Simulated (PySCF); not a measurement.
Isomers of C3H5N. Isolated molecules, 0 K electronic values unless said otherwise. One relaxed conformer stands for each flexible species; it need not be the lowest. Strings in code marks are SMILES. All members: neutral, multiplicity 1. Level: B3LYP-D3(BJ)/def2-TZVP // PBE0-D4/def2-TZVP (PySCF). B3LYP has the VWN-RPA correlation part, as in Gaussian. Delta-SCF ions had no search for a lower state.  The removal energy is E(N − 1 electrons) − E(N electrons) at the parent's geometry; ε(HOMO) is measured against the vacuum level.

| species | −ε(HOMO) (eV) | vertical ionisation energy (Delta-SCF) (eV) |
|---|---|---|
| `NC1=CC1` (H–N–C–C torsion 22°) | 5.64 | 8.08 |
| `C=C=CN` (C–C–N–H torsion 143°) | 5.82 | 8.20 |
| `NC1C=C1` (H–N–C–C torsion 158°) | 6.19 | withheld |
| `CC=C=N` | 6.30 | 8.80 |
| `C=C=NC` | 6.40 | 8.86 |
| `C=CN=C` (C–C–N–C torsion 180°) | 7.13 | 9.54 |

Question: Fit vertical ionisation energy (Delta-SCF) = a + b·x to the 5 complete rows by least squares, with x = −ε(HOMO) in eV. Give a, b and the rms residual, and predict the withheld value.

Answer: Means of the 5 rows: x̄ = 6.258, ȳ = 8.696 eV. Σ(x − x̄)² = 1.3561 and Σ(x − x̄)(y − ȳ) = 1.3616, so b = 1.004 and a = ȳ − b·x̄ = 2.413 eV. The rms residual is 0.041 eV. At x = 6.19 the line gives 8.63 eV. The run for `NC1C=C1` (H–N–C–C torsion 158°) gave 8.77 eV, so the line is off by 0.14 eV, more than twice the rms residual.

Codes: PySCF.
